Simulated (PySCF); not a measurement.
CH₃ClOSe, SMILES CO[Se]Cl. Coordinates come from a PBE-D3(BJ)/def2-SVP optimisation. The values are those of a single conformer.

Computed equilibrium geometry at PBE-D3(BJ)/def2-SVP (PySCF confirms it by a frequency run) as bond lengths and angles (one conformer of several):
Atoms: Se1 Cl2 O3 C4 H5 H6 H7. Bonds (Å): Se1–Cl2 2.229, Se1–O3 1.806, O3–C4 1.431, C4–H5 1.111, C4–H6 1.109, C4–H7 1.112. Angles (°): Cl2–Se1–O3 102.1, Se1–O3–C4 115.8, O3–C4–H5 110.8, O3–C4–H6 105.9, O3–C4–H7 112.2, H5–C4–H6 109.1, H5–C4–H7 109.1, H6–C4–H7 109.7.
Charge 0, spin multiplicity 1.
